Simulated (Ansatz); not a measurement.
```yaml
crystal:
  periodic: [false, false, false]
  atoms:
    - {symbol: Si, position_ang: [-2.204815, -2.233521, -0.666747]}
    - {symbol: Si, position_ang: [-2.013727, -1.980066, 4.739342]}
    - {symbol: Si, position_ang: [-1.891599, 0.658935, -3.172491]}
    - {symbol: Si, position_ang: [-2.087290, 0.563767, 1.885325]}
    - {symbol: Si, position_ang: [0.666493, -1.886205, -3.193116]}
    - {symbol: Si, position_ang: [0.564993, -2.112430, 1.915229]}
    - {symbol: Si, position_ang: [0.744872, 0.769368, -5.947282]}
    - {symbol: Si, position_ang: [0.702087, 3.334089, -3.168362]}
    - {symbol: Si, position_ang: [3.327516, 0.726007, -3.191765]}
    - {symbol: Si, position_ang: [0.815719, 3.373621, 1.681022]}
    - {symbol: Si, position_ang: [3.375528, 0.780157, 1.670131]}
    - {symbol: Si, position_ang: [0.717964, 0.716062, 4.411938]}
    - {symbol: Si, position_ang: [-3.409152, -0.754634, -2.046705]}
    - {symbol: Si, position_ang: [-0.719507, -3.419995, -2.056182]}
    - {symbol: Si, position_ang: [-0.663313, -0.652177, -4.691936]}
    - {symbol: Si, position_ang: [-3.413786, -0.679231, 3.370711]}
    - {symbol: Si, position_ang: [-0.721583, -3.408444, 3.391574]}
    - {symbol: As, position_ang: [-0.747244, -0.774905, 0.479721]}
    - {symbol: Si, position_ang: [-0.565076, -0.551518, 5.919915]}
    - {symbol: Si, position_ang: [-0.099873, 1.560872, -1.834702]}
    - {symbol: Si, position_ang: [-0.628030, 2.037507, 3.003676]}
    - {symbol: Si, position_ang: [1.572944, -0.101340, -1.848976]}
    - {symbol: Si, position_ang: [2.040366, -0.643260, 3.017928]}
    - {symbol: Si, position_ang: [2.125156, 2.153880, -4.618625]}
    - {symbol: Si, position_ang: [2.295059, 2.281403, 0.188725]}
    - {symbol: H, position_ang: [-3.089169, -3.127023, 0.155833]}
    - {symbol: H, position_ang: [-2.840600, -2.788335, 5.701522]}
    - {symbol: H, position_ang: [-2.701721, 1.702303, -3.893743]}
    - {symbol: H, position_ang: [-2.981325, 1.317194, 0.943899]}
    - {symbol: H, position_ang: [1.706594, -2.685110, -3.931309]}
    - {symbol: H, position_ang: [1.318961, -3.025150, 0.992787]}
    - {symbol: H, position_ang: [-0.097705, 1.631603, -6.846168]}
    - {symbol: H, position_ang: [1.609844, -0.064573, -6.851383]}
    - {symbol: H, position_ang: [-0.414374, 3.960541, -3.957542]}
    - {symbol: H, position_ang: [1.407067, 4.434713, -2.438805]}
    - {symbol: H, position_ang: [3.951680, -0.380643, -3.997399]}
    - {symbol: H, position_ang: [4.433060, 1.429536, -2.465508]}
    - {symbol: H, position_ang: [-0.105205, 4.316301, 0.948062]}
    - {symbol: H, position_ang: [1.440347, 4.223551, 2.761522]}
    - {symbol: H, position_ang: [4.293109, -0.156905, 0.926053]}
    - {symbol: H, position_ang: [4.250689, 1.391640, 2.737753]}
    - {symbol: H, position_ang: [1.619799, 1.619600, 5.207111]}
    - {symbol: H, position_ang: [-4.243639, -1.553117, -3.009866]}
    - {symbol: H, position_ang: [-4.368709, 0.046499, -1.214228]}
    - {symbol: H, position_ang: [-1.510715, -4.270126, -3.011684]}
    - {symbol: H, position_ang: [0.103229, -4.364108, -1.227368]}
    - {symbol: H, position_ang: [-1.490090, -1.475563, -5.641346]}
    - {symbol: H, position_ang: [-4.350159, -1.572208, 2.609266]}
    - {symbol: H, position_ang: [-4.256120, 0.219200, 4.232341]}
    - {symbol: H, position_ang: [-1.620039, -4.328703, 2.617109]}
    - {symbol: H, position_ang: [0.145346, -4.267547, 4.268707]}
    - {symbol: H, position_ang: [-1.379538, 0.339698, 6.814225]}
    - {symbol: H, position_ang: [0.314249, -1.380991, 6.812281]}
    - {symbol: H, position_ang: [-0.720236, 2.052417, -0.568697]}
    - {symbol: H, position_ang: [-1.512780, 2.894814, 3.872916]}
    - {symbol: H, position_ang: [2.073307, -0.730565, -0.589760]}
    - {symbol: H, position_ang: [2.901905, -1.515565, 3.895424]}
    - {symbol: H, position_ang: [2.961195, 3.004966, -5.534869]}
    - {symbol: H, position_ang: [3.383042, 3.352315, 0.211213]}
basis:
  gaussian: {orbitals: def2-SVPD, fitting: {mean_field: def2-universal-jkfit}}
total_charge: -1
hamiltonian: {xc: {name: TPSS}}
output: {forces: true}
```

```sh
$ ansatz run in.yaml --threads 4 --pin off --events-out ev --progress --plain --max-ram 46080MiB --backend cuda --devices 0, --max-vram 37GiB
```

Shortened log:

```
Error: YAML parse error: error: line 66 column 19: hamiltonian.xc: no functional is named "TPSS"; the names, which are not case-sensitive, are SVWN5, SPW92, PBE, PBE0, PBEsol, revPBE, revPBE0, RPBE, rPW86-PBE, HSE06, wPBEh, LC-wPBE, HISS, HF, BLYP, B3LYP, B3LYP5, BHLYP, CAM-B3LYP, r2SCAN, r2SCANh, r2SCAN0, r2SCAN50, m-r2SCAN, B97, wB97, wB97X, wB97X-V, B97M-V, wB97M-V, B2PLYP, B2GP-PLYP, PBE0-DH, PBE-QIDH
  --> <input>:66:19
   |
64 |   gaussian: {orbitals: def2-SVPD, fitting: {mean_field: def2-universal-jkfit}}
65 | total_charge: -1
66 | hamiltonian: {xc: {name: TPSS}}
   |                   ^ hamiltonian.xc: no functional is named "TPSS"; the names, which are not case-sensitive, are SVWN5, SPW92, PBE, PBE0, PBEsol, revPBE, revPBE0, RPBE, rPW86-PBE, HSE06, wPBEh, LC-wPBE, HISS, HF, BLYP, B3LYP, B3LYP5, BHLYP, CAM-B3LYP, r2SCAN, r2SCANh, r2SCAN0, r2SCAN50, m-r2SCAN, B97, wB97, wB97X, wB97X-V, B97M-V, wB97M-V, B2PLYP, B2GP-PLYP, PBE0-DH, PBE-QIDH
67 | output: {forces: true}
   |
```

In this input the method's name isn't one that the program takes here. The input was rejected before any iteration.
